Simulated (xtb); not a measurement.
B(CCH)(Cl)2 (C₂HBCl₂), SMILES B(Cl)(C#C)Cl. All values are semi-empirical tight-binding results from xtb (GFN2-xTB unless named), good for trends rather than for accurate numbers. Geometry: GFN2-xTB.

Computed properties:
The point group as xtb finds it is C2v, the orbital gap is 3.82 eV and the dipole moment is 1.84 D. The zero-point energy comes out as 15.1 kcal/mol and the G − E(el) at 298.15 K (modified RRHO) is -3.5 kcal/mol. The static polarisability (D4 model) is 58.9 bohr³ and the solvation energy, GFN2-xTB/ALPB(water) is -2.2 kcal/mol. The solvation energy, GFN2-xTB/ALPB(toluene) is -4.6 kcal/mol.
